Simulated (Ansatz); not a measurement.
Basis sets compared for GeEt2Me2 (C6H16Ge). Charge 0, multiplicity 1. Geometry r2SCAN-D4/def2-SVP. Ansatz on 2 threads of AMD EPYC 7R13 on a shared host and a share (18 GiB) of an NVIDIA H100 80GB HBM3; times are rough, and most runs start from earlier orbitals.

Cartesian coordinates in Å:
```
Ge -0.2851 0.2393 0.2076
C 0.7036 -0.1324 1.8684
C 1.3496 -1.5174 1.9151
H 0.0014 -0.0054 2.7123
H 1.4684 0.6561 1.9898
H 1.8914 -1.6913 2.8605
H 0.5978 -2.3188 1.8206
H 2.0754 -1.6561 1.0962
C 0.9518 0.2047 -1.3243
C 0.2854 0.5185 -2.6643
H 1.4284 -0.7916 -1.3566
H 1.7648 0.9245 -1.1185
H 1.0028 0.4878 -3.5023
H -0.5162 -0.2023 -2.8980
H -0.1713 1.5224 -2.6656
C -1.1290 2.0042 0.3313
H -1.7283 2.2214 -0.5669
H -0.3698 2.7955 0.4372
H -1.7978 2.0526 1.2054
C -1.6714 -1.1246 -0.0490
H -2.2941 -0.8900 -0.9268
H -2.3321 -1.1771 0.8312
H -1.2257 -2.1201 -0.2033
```

B3LYP takes the VWN-RPA correlation.

Binding counts from free atoms (Ge triplet, C triplet, H doublet) in the same basis, without a counterpoise term.

```
                          level  functions  energy (Eh)  HOMO (eV)  LUMO (eV)  binding per atom (eV)  wall time
                PBE-D4/def2-SVP        196   -2314.2083      -6.18       0.59                   4.00        9 s
               PBE-D4/def2-TZVP        330   -2314.7334      -6.26       0.06                   3.98       10 s
             B3LYP-D4/def2-TZVP        330   -2315.4755      -7.27       0.51                   3.93       11 s
               PBE0-D4/def2-SVP        196   -2314.3233      -7.45       1.41                   3.97      8.5 s
PBE0-D4/def2-TZVP (with forces)        330   -2314.8386      -7.46       0.83                   3.95       10 s
```

(1) Estimate the rows for PBE-D4/def2-TZVPD, B3LYP-D4/def2-TZVPD, PBE0-D4/def2-TZVPD.

Results:

(1) 
| level | functions | energy (Eh) | HOMO (eV) | LUMO (eV) | binding per atom (eV) | wall time |
| --- | --- | --- | --- | --- | --- | --- |
| PBE-D4/def2-TZVPD | 420 | -2314.7345 | -6.27 | -0.47 | 3.98 | 7.5 s |
| B3LYP-D4/def2-TZVPD | 420 | -2315.4765 | -7.28 | -0.09 | 3.93 | 8 s |
| PBE0-D4/def2-TZVPD | 420 | -2314.8394 | -7.47 | 0.16 | 3.95 | 9 s |
